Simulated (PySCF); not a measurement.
Si(F)3(SeH) (F₃HSeSi), SMILES F[Si](F)(F)[SeH].

Geometry optimised at B3LYP-D3(BJ)/def2-SVP. The structure was generated by enumeration, and PubChem lists no compound with its InChIKey, so it may never have been made. Other conformers were not sampled.

The numbers are results of B3LYP-D3(BJ)/def2-SVP in PySCF 2.14.0, not measurements.

Frequencies are harmonic and unscaled.

Computed normal modes with their intensities:
| mode | ν (cm⁻¹) | IR (km/mol) | moving atoms (share of kinetic energy) |
|---|---|---|---|
| 1 | 93 | 6.7 | H 75 %, F 24 % |
| 2 | 167 | 2.0 | F 78 %, Si 10 %, Se 9 % |
| 3 | 192 | 5.0 | F 62 %, H 20 %, Se 11 % |
| 4 | 262 | 15.7 | F 57 %, Se 42 % |
| 5 | 310 | 19.3 | F 82 %, Si 16 % |
| 6 | 313 | 15.8 | F 78 %, Si 20 % |
| 7 | 480 | 116.9 | Si 50 %, F 41 %, Se 8 % |
| 8 | 679 | 3.6 | H 93 % |
| 9 | 849 | 218.5 | F 67 %, Si 32 % |
| 10 | 977 | 153.8 | F 51 %, Si 49 % |
| 11 | 995 | 147.7 | Si 50 %, F 49 % |
| 12 | 2407 | 3.9 | H 99 % |
